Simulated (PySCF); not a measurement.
TDDFT excited states: CH5BrOSi

Compound: CH5BrOSi.
InChI=1S/CH5BrOSi/c1-3-4-2/h4H2,1H3

Method used: TDDFT B3LYP/def2-SVPD, vertical, gas phase, core orbitals frozen in the response in PySCF. The structure is a single PBE0-D3(BJ)/def2-SVP conformer in the gas phase; no vibrational or solvent corrections. The B3LYP/def2-SVPD calculation is non-relativistic and has no spin–orbit coupling, an omission that weighs most on bromine. Torsions of this conformer, `[CH3:1][O:2][SiH2:3][Br:4]`: C1–O2–Si3–Br4 179°.

```csv
state,E (eV),λ (nm),f,|μ| (D),"main configurations (H = HOMO, L = LUMO)"
S1,6.59,188.0,0.023,0.95,H→L (97%)
S2,6.90,179.7,0.0004,0.13,"H-2→L (80%), H-1→L (12%)"
S3,6.93,178.9,0.020,0.87,"H-1→L (83%), H-2→L (12%)"
S4,7.08,175.2,0.0005,0.14,H→L+1 (86%)
S5,7.36,168.4,0.0025,0.30,H-2→L+1 (87%)
S6,7.54,164.5,0.010,0.59,"H-1→L+1 (47%), H-3→L (47%)"
S7,7.60,163.1,0.0017,0.25,H→L+2 (96%)
S8,7.64,162.3,0.067,1.52,"H-3→L (50%), H-1→L+1 (40%)"
S9,7.93,156.3,0.034,1.07,"H-1→L+2 (66%), H-2→L+2 (24%)"
S10,7.94,156.2,0.035,1.07,"H-2→L+2 (69%), H-1→L+2 (21%)"
```

Triplets (Tamm–Dancoff): T1 6.24 eV, H→L (92%); T2 6.51 eV, H-1→L (87%); T3 6.70 eV, H-2→L (61%), H→L+1 (26%); T4 6.87 eV, H→L+1 (52%), H-2→L (27%), H-2→L+1 (13%).

The lowest singlet lies at 6.59 eV (188 nm, vacuum ultraviolet) and is weak; its leading configuration is HOMO→LUMO (97%). The most intense listed level is S8 at 7.64 eV (162 nm, f = 0.067), 1.04 eV above S1. S9/S10 lie within about 0.01 eV of each other. Löwdin shares by element: HOMO bromine 55%, silicon 15%, oxygen 11%, hydrogen 8% or more; LUMO bromine 32%, silicon 27%, hydrogen 19% or more (atoms not listed hold the other 22%). The listed states span 1.35 eV. The oscillator strengths of these states sum to 0.194; summed over the whole spectrum of an exact calculation they would give the number of electrons, 68 (Thomas–Reiche–Kuhn). Of the 10 states listed, 6 reach f = 0.01 and 1 stays under 0.0005. The vertical ionisation energy (ΔSCF) is 10.28 eV, 2.34 eV above S10. Only the lowest 10 singlets were computed, as vertical energies without vibronic structure.

Time: 2.1 min wall. Hardware: one thread of an Arm Neoverse N1, shared host.
